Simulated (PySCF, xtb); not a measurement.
H5NOSeSi, SMILES N[Se]O[SiH3]. Other conformers were not sampled.

Harmonic wavenumbers (cm⁻¹) from GFN2-xTB (xtb 6.7.1) at its own minimum, in rising order: 48, 100, 131, 257, 268, 405, 504, 603, 633, 714, 738, 794, 821, 879, 906, 1467, 2223, 2252, 2306, 3383, 3420.

Task: What does PBE-D3(BJ)/def2-SVP (PySCF 2.14.0) give at its own minimum? (An estimate is asked for; the answer gives what the named calculation found.)

Result: 73, 123, 141, 247, 476, 497, 514, 685, 701, 753, 837, 900, 911, 949, 963, 1508, 2129, 2156, 2179, 3428, 3542. Paired by order, the mean absolute difference is 72 cm⁻¹ and the zero-point energies are 32.7 and 33.9 kcal/mol.
